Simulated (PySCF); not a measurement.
CdFGeH3. Atoms are numbered in the order given.

```xyz
6

Cd     0.0000     0.0000    -0.7844
F      0.0000     0.0000    -2.7380
Ge     0.0000     0.0000     1.7332
H      1.2504     0.7219     2.2773
H     -1.2504     0.7219     2.2773
H      0.0000    -1.4438     2.2773
```

The structure is a stationary point at B3LYP-D3(BJ)/def2-SVP. The structure was generated by enumeration; whether it is a known compound was not checked. The def2 effective core potentials stand for the cores of Cd; spin–orbit coupling is left out.

All values below come from PBE/def2-TZVPD in PySCF.

Gas-phase values at a fixed geometry.

Computed frontier levels, gap, dipole moment and polarisability:
* **highest occupied level**: -7.26 eV
* **lowest empty level**: -2.16 eV
* **orbital gap**: 5.10 eV
* **dipole moment**: 3.08 D
* **quadrupole, principal values (traceless, Buckingham form, about the centre of nuclear charge)**: -15.27, 7.63, 7.63 D·Å
* **mean static polarisability**: 70.7 bohr³ (10.47 Å³)
* **polarisability, principal values**: 57.0, 57.0, 98.0 bohr³
